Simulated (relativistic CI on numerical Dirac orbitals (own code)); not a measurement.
**Sensitivity of the levels of Tc II to α and to the nuclear radius**

Calculated at this level of theory: Dirac-Coulomb-Breit CI, orbitals from a KLI potential per configuration, valence Slater integrals scaled by 0.85, P86 correlation energy added to each configuration, derivatives by finite differences, QED left out (own radial code, finite nucleus).

Configuration list (outside the closed core [Kr]): 4d5 5s, 4d6, 4d5 5p, 4d4 5s2, 4d5 5d, 4d5 6p. Levels of other configurations are missing.

With x = (α/α₀)² − 1 an excitation energy changes as ω = ω₀ + qx; K = 2q/ω₀ is the relative enhancement. Terms are leading LS components, so labels can repeat. The field-shift factor is F = δν/δ⟨r²⟩ for the transition from the lowest level.

Lowest level 4d5 5s 7S_3.

```tsv
Level	ω₀ (cm⁻¹)	q (cm⁻¹)	K	F (GHz/fm²)
4d6 5D_4	3695.3	5947	3.22	-3.93
4d6 5D_3	4354.4	6577	3.02	-3.89
4d6 5D_2	4767.2	6885	2.89	-3.87
4d6 5D_1	5030.0	7091	2.82	-3.86
4d6 5D_0	5156.8	7186	2.79	-3.85
4d5 5s 5S_2	16005.8	1995	0.249	-1.59
4d6 3H_4	17110.2	5327	0.623	-3.91
4d6 3H_6	17154.3	6434	0.75	-4.1
4d6 3P_2	17183.6	5198	0.605	-3.54
4d6 3H_5	17261.7	6179	0.716	-4
4d6 3F_3	18162.8	5823	0.641	-3.7
4d6 3F_4	18181.5	6706	0.738	-3.89
4d6 3F_2	18552.4	6304	0.68	-3.74
```

For a near-neutral ion this model can misplace configurations by up to about 10,000 cm⁻¹ (more where the count of f electrons changes) and terms by 10 to 25 % of their spread. Rates follow the energies as ν³ (E1, M1) or ν⁵ (E2), so they and the lifetimes can be off by large factors. The fine structure of a lone outer electron comes out too small, for d and f at times inverted, and misplaced configurations move strength between like terms.
